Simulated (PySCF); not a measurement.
SMILES O=Cc1ccccc1-c1ccccc1 (GFN2-xTB optimised geometry):

```
24

O     -3.126    -0.765     0.085
C     -1.941    -0.673    -0.120
C     -1.162     0.565     0.000
C     -1.854     1.778     0.039
C     -1.176     2.979     0.054
C      0.211     2.981     0.024
C      0.909     1.787     0.000
C      0.242     0.565     0.000
C      1.023    -0.680     0.050
C      0.754    -1.647     1.017
C      1.510    -2.803     1.080
C      2.539    -3.012     0.178
C      2.816    -2.055    -0.785
C      2.068    -0.894    -0.845
H     -1.355    -1.550    -0.455
H     -2.934     1.744     0.044
H     -1.720     3.911     0.085
H      0.750     3.917     0.029
H      1.989     1.794     0.004
H     -0.039    -1.476     1.731
H      1.294    -3.543     1.836
H      3.126    -3.917     0.226
H      3.617    -2.215    -1.491
H      2.276    -0.153    -1.604
```

Calculation: PySCF 2.14.0 with CAM-B3LYP/def2-SVP.

### Question
What are the frontier orbital energies and the dipole moment?

### Answer
HOMO-2 -8.76 eV, HOMO-1 -8.59 eV, HOMO -8.08 eV, LUMO -0.59 eV, LUMO+1 0.28 eV; dipole moment 3.31 D.

Meta-Löwdin charges at CAM-B3LYP/def2-SVP: O1 -0.39, C2 0.26, C3 -0.05, C4 -0.07, C5 -0.10, C6 -0.08, C7 -0.11, C8 0.02, C9 0.00, C10 -0.11, C11 -0.10, C12 -0.10, C13 -0.10, C14 -0.11, H15 0.07, H16 0.12, H17 0.11, H18 0.11, H19 0.11, H20 0.11, H21 0.11, H22 0.11, H23 0.11, H24 0.11.
